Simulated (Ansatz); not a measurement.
A nudged elastic band was laid between two geometries of Cl2H4HfN2 + H2 (11 atoms, charge 0, multiplicity 1).

Theory: RHF/def2-SVP (Ansatz 0.2.0).

* movable images: 5
* climbing image: yes
* spring: 5.0 eV/Å²
* optimiser: quadratic models (default)
* start path: through a guess of the saddle point
* force threshold: 0.05 eV/Å
* iteration limit: 60
* end points: relaxed

Image 0:

```xyz
11
Properties=species:S:1:pos:R:3
Hf 0.354 0.018 0.002
Cl 0.565 -0.160 2.392
N 2.151 -0.088 -0.924
H 2.828 -0.825 -0.814
H 2.543 0.616 -1.529
Cl -0.652 2.091 -0.677
N -0.685 -1.595 -0.656
H -1.539 -1.950 -0.258
H -0.444 -2.164 -1.449
H -3.371 0.038 1.290
H -3.041 -0.190 1.920
```

Image 6:

```xyz
11
Properties=species:S:1:pos:R:3
Hf -0.472 0.250 -0.728
Cl 0.248 -1.341 2.958
N 1.511 0.286 -0.301
H 1.924 -0.243 0.451
H 2.235 0.828 -0.741
Cl -1.096 1.785 -2.472
N -1.092 -1.655 -1.072
H -1.992 -1.917 -1.440
H -0.567 -2.498 -0.912
H -1.353 0.754 0.845
H -0.637 -0.455 2.709
```

Question: What changes between the two ends?

Answer: Bonds broken: Hf1–Cl2, H10–H11. Bonds formed: Hf1–H10, Cl2–H11. Cl2H4HfN2 + H2 becomes ClH + ClH5HfN2.

Question: What energy profile does the band end with?

Answer: The forces met the threshold. The highest image is number 5 of 0 to 6, 50.3 kcal/mol above the first end and 8.9 kcal/mol above the last; the last end lies 41.4 kcal/mol above the first. Neighbouring images differ by up to 1.6 eV, so the band resolves the path poorly. A vibrational analysis at the climbing image gives one clearly imaginary mode, 931i cm⁻¹: a first-order saddle point. The orbitals stay closed-shell, which can raise the energy where a bond breaks towards radicals; this wasn't checked here.

```
image  path coordinate (Å)  energy (kcal/mol)  Hf1–Cl2 (Å)  H10–H11 (Å)  Hf1–H10 (Å)
    0                 0.00                0.0         2.41         0.75         3.94
    1                 1.21                0.1         2.40         0.75         3.99
    2                 2.42                1.2         2.40         0.75         3.71
    3                 3.63                5.9         2.42         0.75         3.08
    4                 4.84               14.0         2.47         0.75         2.38
    5                 6.05               50.3         2.89         1.19         1.96
    6                 7.57               41.4         4.08         2.33         1.87
```

Question: What is the geometry of the highest image?

Answer: 
```xyz
11
Properties=species:S:1:pos:R:3
Hf -0.381 0.044 -0.287
Cl 0.117 -1.124 2.309
N 1.645 0.245 -0.281
H 2.292 -0.189 0.353
H 2.164 0.777 -0.961
Cl -1.158 1.664 -1.867
N -1.115 -1.741 -0.921
H -1.934 -1.826 -1.501
H -0.717 -2.655 -0.794
H -1.387 0.687 1.272
H -0.818 -0.090 1.976
```

The band took 32 iterations and roughly 11 core-minutes.

The run took 5.5 min on 2 threads of AMD EPYC 7R43 64-Core Processor (Zen 3), with other jobs on the host, peak memory 0.33 GiB.
